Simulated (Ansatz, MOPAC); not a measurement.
Molecule: PNH, charge 1, multiplicity 1. SMILES: [NH+]#P

Atoms: N1, P2, H3. Bonds: N1-P2, N1-H3.

Bond lengths (Å) and angles (degrees) optimised at MNDO with MOPAC; HF/STO-3G with Ansatz (a quantum-chemistry and plane-wave program); HF/6-31G* with Ansatz; MP2/6-31G* with Ansatz, each started from the B3LYP-D3(BJ)/def2-TZVP structure (Ansatz) of the last column. A row stands for all coordinates that are equal there. 6-31G* holds six Cartesian d functions. No wavenumbers were computed at MNDO, HF/STO-3G, MP2/6-31G*, so these may be saddle points.

| coordinate | MNDO | HF/STO-3G | HF/6-31G* | MP2/6-31G* | B3LYP-D3(BJ)/def2-TZVP |
|---|---|---|---|---|---|
| N1-P2 | 1.388 | 1.436 | 1.431 | 1.489 | 1.455 |
| N1-H3 | 0.991 | 1.030 | 1.002 | 1.023 | 1.015 |
| P2-N1-H3 | 180.0 | 180.0 | 180.0 | 180.0 | 180.0 |

Mean signed difference of all 2 bond lengths from B3LYP-D3(BJ)/def2-TZVP: MNDO -0.045 Å, HF/STO-3G -0.002 Å, HF/6-31G* -0.018 Å, MP2/6-31G* 0.021 Å.
